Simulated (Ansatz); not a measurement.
Compare A (`C=C(C)[CH]1[O][AlH]1`) with its isomer B (`C#C[CH2][AlH][CH2]O`).

Program: Ansatz. Geometries: PBE0-D4/def2-TZVP. ΔE: electronic, gas phase. CCSD(T)/CBS adds triple-zeta CCSD(T) − MP2 to the extrapolated MP2 energy (def2 sets, frozen cores). Functionals use def2-TZVPP. B3LYP here is the variant with VWN-RPA as its local correlation; programs differ in this. One conformer a species, not always the lowest.

Which is lower in electronic energy at CCSD(T)/CBS, and by how much? (Best estimate.)

Computed: A, by 28.1 kcal/mol.

Give E(B) − E(A) in kcal/mol with B2PLYP, CCSD(T)/def2-TZVPP, MP2/def2-TZVPP, r2SCAN-D4, B3LYP, ωB97M-V, CCSD/def2-TZVPP. (Estimate.)

Ansatz gave: B2PLYP 27.7, CCSD(T)/def2-TZVPP 28.6, MP2/def2-TZVPP 29.0, r2SCAN-D4 32.9, B3LYP 26.9, ωB97M-V 28.1, CCSD/def2-TZVPP 26.9. None reverses the order clearly.

Largest T1 diagnostic: 0.015.

From PBE to PBE0 (25 % exact exchange), in def2-TZVPP and without D4, E(B) − E(A) moves by −1.1 kcal/mol. In def2-TZVPP, CCSD(T) changes the Hartree–Fock value by +8.7 kcal/mol (the triples alone add +1.7 kcal/mol) and MP2 by +9.0 kcal/mol.
